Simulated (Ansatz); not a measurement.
Species: GeN2H5, charge 0, doublet. GeN2H5 (SMILES [GeH]([NH2])[NH2], doublet).
B3LYP-D3(BJ)/def2-TZVP minimum from Ansatz (a program for electronic structure):
```
Ge
N 1 1.8516
H 2 1.0110 1 116.89
H 2 1.0117 3 109.89 1 -133.77
N 1 1.8567 2 100.78 3 174.82
H 5 1.0102 1 115.66 2 178.60
H 5 1.0131 6 109.76 1 -131.29
H 1 1.5777 2 103.96 3 54.97
```
Charge 0, spin multiplicity 2.

Property: atomisation energy (electronic, to ground-state atoms), in kcal/mol. UHF or UKS for unpaired electrons; spin-orbit terms are left out. Cores are frozen in correlated methods (noble-gas shells, and filled d and f shells in the p block). No relativity. CBS(X,Y): correlation extrapolated as X^-3, Hartree-Fock from the larger set. A bracket is a step between two methods taken in the basis named. Double hybrids freeze cores in their MP2 part. Where a partner has so few electrons that a lower coupled-cluster level is exact, that level stands in.

CCSD(T)/CBS(cc-pVTZ,cc-pVQZ) + [CCSDT(Q) - CCSD(T)]/cc-pVDZ (Ansatz) gives 577.9 kcal/mol.

**Question.** What does PBE/def2-TZVPD (Ansatz) give here, and how do the other levels compare?

**Answer.** PBE gives 587.5 kcal/mol, 9.6 kcal/mol above it. Differences of the others: r2SCAN/def2-TZVPD (Ansatz) -3.3; PBE0/def2-TZVPD (Ansatz) -6.0; wB97M-V/def2-TZVPD (Ansatz) 0.2; B2PLYP/def2-TZVPD (Ansatz) -8.7; CCSD(T)/CBS(cc-pVTZ,cc-pVQZ) (Ansatz) -0.9 kcal/mol.
